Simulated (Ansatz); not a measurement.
Isolated molecules relaxed with PBE0-D4/def2-TZVP in Ansatz; ΔE leaves out vibrations. CCSD(T)/CBS adds triple-zeta CCSD(T) − MP2 to the extrapolated MP2 energy (def2 sets, frozen cores). This one scheme is used for every species. Functionals use def2-TZVPP. B3LYP here is the variant with VWN-RPA as its local correlation; programs differ in this. One conformer a species, not always the lowest.

`C=C([SiH3])[SiH2][SiH3]` + HCl → `[SiH3][SiH2]Cl` + `C=C[SiH3]`  (ligand exchange at the Si–C bond)

```tsv
level	ΔE (kJ/mol)
ωB97X-V	-88.4
PBE	-88.0
PBE0	-90.5
B3LYP	-97.6
HF/def2-TZVPP	-108.6
CCSD/def2-TZVPP	-85.1
MP2/def2-QZVPP	-84.3
HF/CBS(def2)	-108.9
```

Question: What does CCSD(T)/CBS give? (Estimate.)

Answer: Ansatz gave: -85.0 kJ/mol. The listed levels differ from it by -3.4, -3.0, -5.5, -12.6, -23.6, -0.1, 0.7, -23.9 kJ/mol.

Largest T1 diagnostic among the species: 0.013.

In def2-TZVPP, CCSD(T) changes the Hartree–Fock value by +27.6 kJ/mol (the triples alone add +4.1 kJ/mol) and MP2 by +26.7 kJ/mol. The D4 term adds +12.7 kJ/mol with B3LYP and +7.6 kJ/mol with PBE0; it sums over pairs of atoms, weighted by their polarisabilities, and B3LYP, whose exchange is more repulsive, gets the larger term.
